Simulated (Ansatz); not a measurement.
Program: Ansatz. Geometries: PBE0-D4/def2-TZVP. ΔE: electronic, gas phase. CBS: MP2 limit from def2 TZ/QZ plus the TZ coupled-cluster correction, frozen cores. This one scheme is used for every species. Functionals use def2-TZVPP. For Ga outer-core shells are correlated without core-valence functions, which leaves a few kJ/mol of doubt a bond. Scalar relativity is left out up to krypton. One conformer a species, not always the lowest.

Consider the hydrogenolysis of a C–Ga bond: `N=[C](O)[GaH2]` + H₂ → `N=CO` + `[GaH3]`.

`N=[C](O)[GaH2]`:

Cartesian coordinates in Å:
```
N 0.610 1.469 0.166
C 0.109 0.335 0.433
O -0.126 0.016 1.722
Ga -0.387 -1.075 -0.892
H 0.741 1.594 -0.834
H 0.157 0.780 2.253
H -0.093 -0.677 -2.381
H -1.012 -2.442 -0.467
```

H₂:

```xyz
2

H     0.348   -0.119   -0.063
H    -0.348    0.119    0.063
```

`N=CO`:

Z-matrix (Å, degrees):
```
C
O 1 1.336
N 1 1.258 2 122.1
H 1 1.092 2 110.5 3 -180.0
H 2 0.968 1 106.6 3 -0.0
H 3 1.014 1 111.3 2 180.0
```

`[GaH3]`:

Z-matrix (Å, degrees):
```
Ga
H 1 1.568
H 1 1.568 2 120.0
H 1 1.568 2 120.0 3 -179.9
```

CCSD(T)/CBS gives -24.8 kJ/mol.

(1) Another level gave -27.7 kJ/mol. Which?
A. HF/def2-TZVPP
B. RPA@PBE/def2-TZVPP
C. MP2/def2-TZVPP
D. CAM-B3LYP-D4/def2-TZVPP

Largest T1 diagnostic among the species: 0.015.

## Answers

(1) B. RPA@PBE/def2-TZVPP -27.7, CAM-B3LYP-D4 -35.2, HF/def2-TZVPP -60.1, MP2/def2-TZVPP -22.9 kJ/mol.

At CCSD(T), def2-SVP lies −14.7 kJ/mol from the extrapolated value and def2-TZVPP −3.6 kJ/mol. From r2SCAN to r2SCAN0 (25 % exact exchange), in def2-TZVPP and without D4, ΔE moves by −6.2 kJ/mol.
